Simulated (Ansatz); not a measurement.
Geometry optimisation, Ansatz, RKS r2SCAN-D4/def2-SVP.

Input:

```yaml
crystal:
  periodic: [false, false, false]
  atoms:
    - { symbol: C, position_ang: [-1.2168, -0.3972, 1.3952] }
    - { symbol: Sn, position_ang: [0.6322, -0.5729, 0.419] }
    - { symbol: Cl, position_ang: [0.30847, -1.6917, -1.59712] }
    - { symbol: Si, position_ang: [2.28491, -1.90447, 1.77696] }
    - { symbol: Cl, position_ang: [1.45724, -3.77279, 2.22536] }
    - { symbol: H, position_ang: [-2.0528, -0.7991, 0.7525] }
    - { symbol: H, position_ang: [-1.4599, 0.7284, 1.5239] }
    - { symbol: H, position_ang: [-1.1994, -0.8366, 2.3658] }
    - { symbol: H, position_ang: [1.23329, 1.01452, 0.09774] }
    - { symbol: H, position_ang: [3.50307, -2.02336, 1.10775] }
    - { symbol: H, position_ang: [2.43631, -1.17262, 3.10194] }
basis:
  gaussian: { orbitals: def2-SVP }
hamiltonian:
  xc: r2scan
  dispersion: d4
relax:
  f_tol: 0.015
  max_steps: 40
output:
  orbitals: {}
```

Command:

```bash
$ ansatz run input.yaml --threads 2 --pin off --max-ram 3072MiB --backend cpu --events-out ev --progress --plain --runs-dir out
```

Task: Where does it end, and by what steps?

Result: It converged. The force dipped under the threshold on the way, but the program's further checks kept it going. After 20 steps the energy has fallen by 0.323 eV; H8 moved furthest, 0.88 Å.

```tsv
step	energy less start (eV)	largest force component (eV/Å)	accepted
0	0.0000	2.201	yes
1	-0.2581	0.680	yes
2	-0.2890	0.124	yes
3	-0.2955	0.077	yes
4	-0.2983	0.048	yes
5	-0.2982	0.355	no
6	-0.3023	0.053	yes
7	-0.3066	0.142	yes
8	-0.3094	0.137	yes
9	-0.3126	0.207	yes
10	-0.3157	0.173	yes
11	-0.3185	0.176	yes
12	-0.3206	0.130	yes
13	-0.3219	0.054	yes
14	-0.3225	0.023	yes
15	-0.3227	0.017	yes
16	-0.3229	0.021	yes
17	-0.3230	0.013	yes
18	-0.3231	0.010	yes
19	-0.3231	0.011	yes
20	-0.3232	0.014	yes
```

```xyz
11
Properties=species:S:1:pos:R:3
C -1.306 -0.440 1.344
Sn 0.645 -0.456 0.448
Cl 0.415 -1.725 -1.551
Si 2.331 -1.810 1.850
Cl 1.246 -3.396 2.659
H -2.058 -0.229 0.571
H -1.358 0.331 2.127
H -1.499 -1.426 1.788
H 1.168 1.097 -0.068
H 3.443 -2.359 1.024
H 2.900 -1.013 2.978
```

Whether the end is a true minimum wasn't checked by a vibrational analysis.

Run time: 2.5 min on 2 threads of Arm Neoverse V2, on a shared host, peak memory 0.2 GiB.
